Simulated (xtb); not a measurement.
Harmonic IR lines of one isomer of CHNOSi, unscaled. All values below come from GFN2-xTB (xtb).

| wavenumber (cm⁻¹) | relative intensity |
|---|---|
| 133 | 3.4 |
| 191 | 34 |
| 274 | 6.5 |
| 294 | 4.8 |
| 699 | 28 |
| 754 | 19 |
| 916 | 48 |
| 1838 | 100 |
| 3534 | 6.1 |

### Question
Identify which structure gives these lines.
(A) `N#C[Si]O` (lower singlet)
(B) `[C-]#[N+][Si]O` (excited triplet)
(C) `N#C[Si]O` (excited triplet)
(D) `[C-]#[N+][Si]O` (lower singlet)

### Answer
B, `[C-]#[N+][Si]O` (excited triplet)
